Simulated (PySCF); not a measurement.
# `FC1=CC2(C=CC=C2)C=C1`, C9H7F

Geometry:
| atom | x (Å) | y (Å) | z (Å) |
| --- | --- | --- | --- |
| F1 | -2.973 | 1.708 | 0.116 |
| C2 | -1.901 | 0.943 | -0.018 |
| C3 | -0.628 | 1.284 | 0.246 |
| C4 | 0.239 | 0.088 | -0.063 |
| C5 | 1.300 | 0.350 | -1.111 |
| C6 | 2.511 | 0.038 | -0.613 |
| C7 | 2.360 | -0.434 | 0.769 |
| C8 | 1.058 | -0.408 | 1.109 |
| C9 | -0.764 | -0.950 | -0.530 |
| C10 | -2.005 | -0.435 | -0.498 |
| H11 | -0.255 | 2.238 | 0.613 |
| H12 | 1.062 | 0.729 | -2.105 |
| H13 | 3.462 | 0.121 | -1.143 |
| H14 | 3.183 | -0.752 | 1.411 |
| H15 | 0.609 | -0.695 | 2.060 |
| H16 | -0.464 | -1.952 | -0.837 |
| H17 | -2.941 | -0.924 | -0.772 |

Computed with quadratic response CAM-B3LYP/aug-cc-pVDZ first hyperpolarisability, Taylor convention, gas phase in PySCF. Geometry: PBE0-D3(BJ)/def2-SVP.

Give the tensor of the static β(0;0,0) in the axes of these coordinates.

In au, Taylor convention; rows are the first index (the induced dipole):
|  | xx | yy | zz | xy | xz | yz |
| --- | --- | --- | --- | --- | --- | --- |
| x | -117.7 | -49.8 | -16.1 | +67.9 | +13.5 | -5.6 |
| y | +67.9 | +36.3 | +11.2 | -49.8 | -5.6 | -2.9 |
| z | +13.5 | -2.9 | +6.8 | -5.6 | -16.1 | +11.2 |

Norm of βᵢ = ⅓ Σⱼ (βᵢⱼⱼ + βⱼᵢⱼ + βⱼⱼᵢ): 217.7 au, hyper-Rayleigh value 85.3 au.
